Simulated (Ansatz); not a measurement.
Born–Oppenheimer molecular dynamics of a periodic cell of 16 atoms, HF (packed as 8 HF, density as packed 0.89 g/cm³ with natural masses). It starts from a partly relaxed structure (largest force component 0.24 eV/Å).

These are results of DFT r2SCAN-D3(BJ), scalar-relativistic, plane waves, PAW in Ansatz 0.2.0, not measurements. Settings: cutoff 500 eV, k mesh 1x1x1, fermi-dirac smearing 0.02 eV, no spin polarisation.

| Quantity | Value |
| --- | --- |
| ensemble | NVT, Langevin thermostat |
| time step | 0.75 fs |
| steps asked | 60 |
| set temperature | 250 K |
| friction | 0.02 /fs |
| seed | 658028 |

Frames 1.5 fs apart, positions in Å, forces in eV/Å.

Velocities at 7.5 fs (Å/ps):

```
F 1.07 2.53 3.38
H -12.03 -2.75 16.25
F 1.03 4.91 0.02
H 0.95 -0.47 11.00
F -2.28 0.96 -1.21
H -7.45 -4.64 -2.47
F 2.05 -4.72 -1.62
H 6.80 -0.01 -0.30
F 3.10 3.30 0.43
H -6.38 -4.31 -4.81
F 4.75 -2.64 6.29
H -6.08 -4.57 9.71
F -6.55 -5.18 3.38
H -7.18 7.17 -0.23
F -1.88 3.21 -4.06
H 18.32 -4.43 0.00
```

```xyz
16
Lattice="6.6884 0.0000 0.0000 0.0000 6.6884 0.0000 0.0000 0.0000 6.6884" Properties=species:S:1:pos:R:3:forces:R:3 time_fs=7.5 energy_less_start_eV=0.188 T=169
F 0.955 1.329 4.678 0.06 -0.03 0.13
H 1.824 1.556 4.413 -0.08 -0.05 -0.21
F 5.103 0.822 6.059 -0.83 -0.74 -0.39
H 4.359 0.303 5.644 0.86 0.45 0.25
F 0.031 4.792 2.344 0.13 0.24 -0.39
H 0.143 5.416 1.630 0.03 -0.20 0.27
F 5.247 4.475 4.338 -0.33 0.03 0.27
H 5.843 4.631 3.623 0.08 0.05 -0.33
F 0.675 6.337 7.071 0.32 -0.36 0.61
H 0.144 6.699 6.406 -0.35 0.38 -0.59
F 3.266 2.124 3.594 0.60 -0.27 -0.85
H 3.815 1.896 2.826 -0.60 0.30 0.89
F 3.399 6.109 4.862 0.09 -0.26 -0.09
H 3.837 5.345 4.479 0.25 0.42 0.36
F 4.943 1.779 1.689 0.19 -0.42 -0.70
H 5.052 1.373 0.811 -0.42 0.47 0.77
16
Lattice="6.6884 0.0000 0.0000 0.0000 6.6884 0.0000 0.0000 0.0000 6.6884" Properties=species:S:1:pos:R:3:forces:R:3 time_fs=9.0 energy_less_start_eV=0.176 T=190
F 0.956 1.333 4.682 -0.90 -0.28 0.41
H 1.810 1.557 4.434 0.87 0.19 -0.48
F 5.105 0.829 6.058 -0.60 -0.65 -0.33
H 4.369 0.307 5.661 0.65 0.35 0.13
F 0.028 4.795 2.343 0.10 -0.05 -0.08
H 0.133 5.408 1.631 0.09 0.10 -0.05
F 5.249 4.468 4.334 -0.01 0.13 -0.07
H 5.859 4.634 3.619 -0.26 -0.04 0.03
F 0.679 6.342 7.071 -0.30 0.03 -0.12
H 0.132 6.703 6.393 0.26 -0.02 0.15
F 3.273 2.122 3.604 0.04 -0.05 -0.08
H 3.798 1.891 2.851 -0.05 0.09 0.14
F 3.389 6.101 4.867 -0.12 0.16 0.13
H 3.829 5.355 4.487 0.46 -0.03 0.13
F 4.941 1.784 1.683 0.20 -0.31 -0.43
H 5.074 1.374 0.821 -0.42 0.39 0.54
16
Lattice="6.6884 0.0000 0.0000 0.0000 6.6884 0.0000 0.0000 0.0000 6.6884" Properties=species:S:1:pos:R:3:forces:R:3 time_fs=10.5 energy_less_start_eV=0.208 T=197
F 0.956 1.335 4.688 -1.00 -0.30 0.42
H 1.808 1.566 4.447 0.96 0.20 -0.48
F 5.108 0.834 6.056 0.19 -0.13 0.02
H 4.396 0.322 5.680 -0.15 -0.16 -0.27
F 0.025 4.797 2.344 0.08 -0.26 0.14
H 0.125 5.404 1.635 0.14 0.32 -0.29
F 5.251 4.463 4.330 0.19 0.18 -0.24
H 5.872 4.636 3.618 -0.47 -0.09 0.24
F 0.683 6.347 7.072 -0.65 0.24 -0.53
H 0.130 6.711 6.383 0.60 -0.23 0.56
F 3.282 2.118 3.614 -0.83 0.35 1.20
H 3.779 1.890 2.880 0.79 -0.30 -1.10
F 3.378 6.093 4.874 -0.24 0.38 0.24
H 3.836 5.358 4.511 0.56 -0.31 -0.05
F 4.939 1.789 1.677 0.02 0.26 0.74
H 5.085 1.383 0.851 -0.20 -0.15 -0.58
16
Lattice="6.6884 0.0000 0.0000 0.0000 6.6884 0.0000 0.0000 0.0000 6.6884" Properties=species:S:1:pos:R:3:forces:R:3 time_fs=12.0 energy_less_start_eV=0.237 T=194
F 0.954 1.337 4.695 0.16 0.03 0.09
H 1.825 1.584 4.448 -0.19 -0.13 -0.16
F 5.112 0.837 6.056 1.12 0.53 0.48
H 4.423 0.337 5.691 -1.11 -0.80 -0.75
F 0.021 4.799 2.346 0.13 0.03 -0.22
H 0.115 5.413 1.631 0.12 0.03 0.04
F 5.254 4.459 4.325 -0.06 0.10 0.08
H 5.874 4.633 3.624 -0.24 -0.01 -0.04
F 0.686 6.353 7.074 -0.56 0.17 -0.39
H 0.146 6.719 6.382 0.51 -0.17 0.43
F 3.291 2.114 3.624 -0.80 0.35 1.18
H 3.779 1.882 2.885 0.75 -0.30 -1.07
F 3.368 6.086 4.881 0.03 0.03 0.09
H 3.856 5.351 4.538 0.31 0.00 0.05
F 4.937 1.796 1.673 -0.18 0.80 1.79
H 5.089 1.390 0.873 0.02 -0.67 -1.60
16
Lattice="6.6884 0.0000 0.0000 0.0000 6.6884 0.0000 0.0000 0.0000 6.6884" Properties=species:S:1:pos:R:3:forces:R:3 time_fs=13.5 energy_less_start_eV=0.212 T=204
F 0.953 1.339 4.703 1.06 0.28 -0.18
H 1.840 1.592 4.438 -1.06 -0.39 0.09
F 5.118 0.841 6.054 0.90 0.38 0.39
H 4.431 0.328 5.687 -0.94 -0.64 -0.63
F 0.018 4.799 2.347 0.19 0.48 -0.72
H 0.108 5.431 1.627 0.08 -0.42 0.52
F 5.256 4.457 4.321 -0.41 0.01 0.50
H 5.874 4.629 3.632 0.08 0.10 -0.42
F 0.690 6.359 7.077 -0.01 -0.21 0.34
H 0.174 6.728 6.395 -0.03 0.21 -0.30
F 3.301 2.110 3.635 -0.05 -0.03 0.02
H 3.795 1.871 2.867 -0.01 0.07 0.09
F 3.359 6.079 4.888 0.36 -0.28 -0.01
H 3.882 5.345 4.566 0.04 0.30 0.13
F 4.933 1.802 1.670 -0.11 0.59 1.34
H 5.094 1.381 0.869 -0.09 -0.46 -1.16
16
Lattice="6.6884 0.0000 0.0000 0.0000 6.6884 0.0000 0.0000 0.0000 6.6884" Properties=species:S:1:pos:R:3:forces:R:3 time_fs=15.0 energy_less_start_eV=0.209 T=197
F 0.954 1.341 4.711 0.92 0.24 -0.17
H 1.832 1.590 4.427 -0.88 -0.33 0.08
F 5.125 0.845 6.052 0.07 -0.25 -0.02
H 4.428 0.310 5.671 -0.19 0.00 -0.17
F 0.014 4.799 2.345 0.19 0.50 -0.73
H 0.105 5.435 1.630 0.07 -0.44 0.53
F 5.260 4.453 4.319 -0.75 -0.07 0.89
H 5.875 4.625 3.640 0.39 0.20 -0.78
F 0.693 6.365 7.082 0.46 -0.55 0.95
H 0.205 6.747 6.406 -0.47 0.56 -0.93
F 3.310 2.106 3.643 0.53 -0.34 -0.94
H 3.815 1.866 2.848 -0.59 0.36 1.01
F 3.352 6.071 4.895 0.68 -0.45 -0.02
H 3.908 5.343 4.594 -0.18 0.46 0.14
F 4.929 1.808 1.669 0.14 -0.09 0.09
H 5.095 1.364 0.845 -0.38 0.20 0.06
16
Lattice="6.6884 0.0000 0.0000 0.0000 6.6884 0.0000 0.0000 0.0000 6.6884" Properties=species:S:1:pos:R:3:forces:R:3 time_fs=16.5 energy_less_start_eV=0.191 T=219
F 0.956 1.343 4.718 -0.14 -0.06 0.16
H 1.803 1.592 4.418 0.19 -0.03 -0.23
F 5.132 0.850 6.050 -0.47 -0.66 -0.29
H 4.428 0.299 5.655 0.26 0.42 0.13
F 0.010 4.798 2.341 0.15 0.08 -0.27
H 0.104 5.428 1.639 0.11 -0.02 0.07
F 5.263 4.449 4.317 -0.47 0.04 0.60
H 5.883 4.628 3.632 0.09 0.12 -0.46
F 0.694 6.371 7.089 0.03 -0.18 0.31
H 0.226 6.783 6.397 -0.03 0.19 -0.29
F 3.320 2.104 3.650 0.65 -0.41 -1.18
H 3.827 1.871 2.843 -0.72 0.42 1.23
F 3.345 6.062 4.901 0.78 -0.32 0.08
H 3.932 5.353 4.618 -0.19 0.31 0.03
F 4.925 1.814 1.667 0.23 -0.47 -0.58
H 5.073 1.355 0.826 -0.48 0.56 0.69
16
Lattice="6.6884 0.0000 0.0000 0.0000 6.6884 0.0000 0.0000 0.0000 6.6884" Properties=species:S:1:pos:R:3:forces:R:3 time_fs=18.0 energy_less_start_eV=0.175 T=234
F 0.960 1.345 4.727 -1.14 -0.36 0.53
H 1.778 1.590 4.402 1.18 0.27 -0.57
F 5.139 0.855 6.046 -0.50 -0.64 -0.31
H 4.437 0.309 5.646 0.24 0.43 0.15
F 0.008 4.796 2.336 0.09 -0.30 0.16
H 0.100 5.428 1.651 0.15 0.36 -0.35
F 5.266 4.445 4.317 -0.04 0.21 0.11
H 5.888 4.637 3.617 -0.33 -0.02 0.03
F 0.696 6.376 7.098 -0.63 0.49 -0.78
H 0.244 6.822 6.377 0.64 -0.48 0.81
F 3.330 2.101 3.654 0.23 -0.22 -0.52
H 3.830 1.889 2.863 -0.33 0.22 0.59
F 3.339 6.054 4.906 0.61 0.02 0.21
H 3.953 5.373 4.640 -0.02 -0.07 -0.13
F 4.921 1.821 1.665 0.16 -0.40 -0.45
H 5.035 1.358 0.827 -0.34 0.49 0.54
16
Lattice="6.6884 0.0000 0.0000 0.0000 6.6884 0.0000 0.0000 0.0000 6.6884" Properties=species:S:1:pos:R:3:forces:R:3 time_fs=19.5 energy_less_start_eV=0.160 T=220
F 0.963 1.346 4.736 -0.35 -0.12 0.21
H 1.782 1.596 4.378 0.39 0.02 -0.23
F 5.147 0.858 6.041 -0.08 -0.26 -0.07
H 4.457 0.334 5.637 -0.20 0.08 -0.08
F 0.006 4.794 2.333 0.10 -0.08 -0.05
H 0.091 5.442 1.653 0.13 0.15 -0.15
F 5.271 4.441 4.318 0.16 0.31 -0.13
H 5.885 4.645 3.604 -0.48 -0.11 0.25
F 0.696 6.379 7.105 -0.73 0.69 -1.08
H 0.272 6.843 6.365 0.76 -0.68 1.12
F 3.337 2.099 3.656 -0.57 0.11 0.74
H 3.834 1.910 2.897 0.43 -0.11 -0.66
F 3.336 6.045 4.911 0.12 0.56 0.38
H 3.969 5.400 4.659 0.41 -0.66 -0.35
F 4.918 1.829 1.661 0.04 0.02 0.29
H 4.989 1.374 0.839 -0.14 0.08 -0.20
16
Lattice="6.6884 0.0000 0.0000 0.0000 6.6884 0.0000 0.0000 0.0000 6.6884" Properties=species:S:1:pos:R:3:forces:R:3 time_fs=21.0 energy_less_start_eV=0.159 T=205
F 0.965 1.348 4.747 0.78 0.22 -0.32
H 1.797 1.604 4.355 -0.71 -0.33 0.30
F 5.155 0.859 6.035 0.47 0.21 0.30
H 4.476 0.360 5.628 -0.78 -0.36 -0.42
F 0.003 4.792 2.332 0.14 0.41 -0.52
H 0.084 5.462 1.653 0.08 -0.35 0.31
F 5.276 4.439 4.321 -0.06 0.26 0.10
H 5.872 4.647 3.604 -0.23 -0.06 0.02
F 0.694 6.382 7.109 -0.31 0.31 -0.44
H 0.312 6.850 6.374 0.36 -0.29 0.48
F 3.344 2.097 3.662 -0.64 0.13 0.85
H 3.855 1.926 2.909 0.47 -0.14 -0.76
F 3.334 6.035 4.914 0.18 0.48 0.32
H 3.994 5.412 4.669 0.30 -0.61 -0.32
F 4.915 1.836 1.659 0.00 0.40 0.96
H 4.944 1.385 0.850 -0.04 -0.29 -0.88
16
Lattice="6.6884 0.0000 0.0000 0.0000 6.6884 0.0000 0.0000 0.0000 6.6884" Properties=species:S:1:pos:R:3:forces:R:3 time_fs=22.5 energy_less_start_eV=0.149 T=204
F 0.969 1.348 4.756 0.99 0.29 -0.46
H 1.796 1.606 4.339 -0.90 -0.40 0.45
F 5.162 0.859 6.027 0.35 0.19 0.32
H 4.478 0.379 5.604 -0.73 -0.32 -0.37
F 0.000 4.790 2.330 0.17 0.75 -0.81
H 0.091 5.475 1.653 0.01 -0.68 0.61
F 5.280 4.437 4.323 -0.21 0.24 0.25
H 5.865 4.653 3.603 -0.08 -0.02 -0.13
F 0.692 6.385 7.114 0.13 -0.18 0.34
H 0.352 6.853 6.384 -0.05 0.20 -0.30
F 3.350 2.094 3.666 0.02 -0.08 -0.09
H 3.892 1.937 2.901 -0.21 0.06 0.16
F 3.331 6.026 4.916 0.90 -0.11 0.06
H 4.024 5.407 4.670 -0.38 -0.03 -0.07
F 4.912 1.844 1.657 0.01 0.22 0.62
H 4.905 1.394 0.838 -0.03 -0.13 -0.56
16
Lattice="6.6884 0.0000 0.0000 0.0000 6.6884 0.0000 0.0000 0.0000 6.6884" Properties=species:S:1:pos:R:3:forces:R:3 time_fs=24.0 energy_less_start_eV=0.155 T=179
F 0.973 1.346 4.763 0.21 0.05 -0.09
H 1.772 1.599 4.332 -0.11 -0.15 0.10
F 5.171 0.858 6.021 -0.26 -0.14 0.01
H 4.471 0.390 5.574 -0.21 0.02 -0.02
F -0.002 4.790 2.328 0.15 0.53 -0.57
H 0.102 5.475 1.663 0.00 -0.47 0.38
F 5.285 4.436 4.324 -0.32 0.25 0.35
H 5.858 4.665 3.603 0.02 -0.01 -0.23
F 0.689 6.390 7.117 0.28 -0.35 0.60
H 0.394 6.865 6.381 -0.17 0.38 -0.58
F 3.357 2.092 3.670 0.53 -0.21 -0.74
H 3.930 1.945 2.900 -0.73 0.17 0.77
F 3.330 6.018 4.918 1.52 -0.53 -0.12
H 4.053 5.399 4.675 -0.95 0.40 0.10
F 4.909 1.849 1.654 -0.01 -0.13 -0.05
H 4.870 1.407 0.812 0.04 0.19 0.08
```

Of the whole run (45 fs, mean temperature of the second half 156 K): The mean temperature of the second half is 38 % below the set value. A run of 0.045 ps of so small a system gives no equilibrium averages. Limits of this set-up: coarse k mesh.

Time of the run: 12 min on 1 thread of Intel(R) Xeon(R) Platinum 8488C (Sapphire Rapids) (shared host), peak memory 0.9 GiB.
